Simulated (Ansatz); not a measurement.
C3H8AlF. Total charge 0; spin multiplicity 1. The bonds changed during the relaxation, so this is another structure than the one it started from. The geometry is a stationary point of PBE0-D4/def2-TZVP. It is one conformer, not always the lowest.

```xyz
13

C    -0.476   -1.686    0.020
C    -0.180   -0.419   -0.698
F    -0.619    2.722   -0.312
C     1.019    0.181   -0.745
Al   -0.120    1.637    0.855
H    -1.333   -1.564    0.685
H     0.379   -2.032    0.601
H    -0.739   -2.461   -0.707
H    -1.000    0.026   -1.261
H     1.184    1.060   -1.360
H     1.878   -0.234   -0.228
H     1.285    1.911    1.540
H    -1.277    0.857    1.610
```

Q: What is the dipole moment at r2SCAN/def2-TZVPP? (Best estimate.)

A: Ansatz gave: 3.94 D, with components (0.71, -3.70, -1.14) D in this frame, pointing from negative to positive charge.

Q: And with PBE, B3LYP, ωB97M-V? (Estimate.)

A: The calculation gave: PBE 3.82 D, B3LYP 3.92 D, ωB97M-V 3.95 D.

Q: Give the Mulliken charges with r2SCAN, B3LYP, PBE in def2-TZVPP. (Best estimate.)

A: Computed: 
```
atom  r2SCAN  B3LYP    PBE
  C1   -0.10  -0.21  -0.20
  C2   -0.05  -0.08  -0.09
  F3   -0.40  -0.40  -0.35
  C4   -0.24  -0.28  -0.24
 Al5    0.57   0.56   0.45
  H6    0.09   0.12   0.11
  H7    0.05   0.08   0.08
  H8    0.07   0.10   0.10
  H9    0.14   0.17   0.16
 H10    0.15   0.17   0.17
 H11    0.11   0.13   0.12
 H12   -0.19  -0.18  -0.15
 H13   -0.20  -0.19  -0.17
```

B3LYP here is the variant with VWN-RPA as its local correlation; programs differ in this.
